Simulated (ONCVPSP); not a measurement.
## Configuration tests for tungsten (ONCV)

ONCVPSP 4.0.1 input, shortened (lines: element, Z, core and valence counts, functional; n l f; lmax; l rc ep ncon nbas qcut; lloc lpopt rc5 dvloc0; l nproj debl; icmod fcfact rcfact), LDA (Perdew-Zunger), scalar-relativistic:

```
  W 74.00   10    4        3      upf
    1    0    2.00
    2    0    2.00
    2    1    6.00
    3    0    2.00
    3    1    6.00
    3    2   10.00
    4    0    2.00
    4    1    6.00
    4    2   10.00
    4    3   14.00
    5    0    2.00
    5    1    6.00
    5    2    4.00
    6    0    2.00
    2
    0    1.45    0.00    3    6    6.70
    1    1.90    0.00    4    7    5.70
    2    2.20    0.00    3    8    8.00
    4    5    1.45    6.00
    0    2    2.50
    1    1    2.60
    2    2    2.90
    1    0.50    0.00
```

Energies are relative to the spin-unpolarised reference configuration 5s2 5p6 5d4 6s2; without spin polarisation the order of configurations can differ from experiment.

| valence configuration | charge | ΔE all-electron (eV) | error AE − PS (meV) |
| --- | --- | --- | --- |
| 5s2 5p6 5d4 6s1 | +1 | 9.133 | -3.8 |
| 5s2 5p6 5d4 6s0 | +2 | 25.160 | -13 |
| 5s2 5p6 5d3 6s2 | +1 | 9.060 | -4.2 |

(1) What are ΔE and the potential's error for 5s2 5p6 5d3 6s0?

Levels in the configuration 5s2 5p6 5d4 6s1:

```
level  all-electron (eV)  pseudo (eV)
   5s            -86.865      -86.883
   5p            -50.964      -50.972
   5d            -11.997      -11.996
   6s            -12.486      -12.488
```

Results:

(1) ΔE = 50.865 eV all-electron; the error (AE − PS) is -28 meV.
